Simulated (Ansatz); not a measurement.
`C[O][Zr]([Cl])([Cl])[Cl]`. The species carries charge 0 and has multiplicity 1. Zr takes the def2 core potential.

Cartesian coordinates in Å:
```
C 0.192 1.409 0.980
O 0.038 0.269 0.187
Zr -0.171 -1.254 -0.873
Cl -0.652 -3.064 0.533
Cl 1.830 -1.618 -2.034
Cl -1.935 -0.872 -2.365
H 0.122 1.136 2.036
H 1.168 1.862 0.791
H -0.592 2.132 0.744
```

Question: What are the harmonic wavenumbers in cm⁻¹ at PBE0-D4/def2-TZVP (Ansatz, finite differences of forces, unscaled)? (Best estimate.)

Answer: The calculation gave: 44, 58, 58, 96, 96, 106, 199, 199, 374, 418, 419, 556, 1175, 1175, 1217, 1474, 1486, 1486, 3040, 3122, 3122.

Question: Is this a minimum?

Answer: Yes, all 21 modes are real.

Question: Give the ideal-gas thermochemistry at 298.15 K and 1 bar (rigid rotor, harmonic oscillator; point group C3v, symmetry number 3).

Answer: Zero-point energy 119.1 kJ/mol; H(298) − E = 147.4 kJ/mol; entropy 430.0 J/(mol·K), of which translation 176.6, rotation 117.9, vibration 135.5; G(298) − E = 19.2 kJ/mol. Modes under 100 cm⁻¹ are hindered rotations or soft bends, so the harmonic entropy is rough.
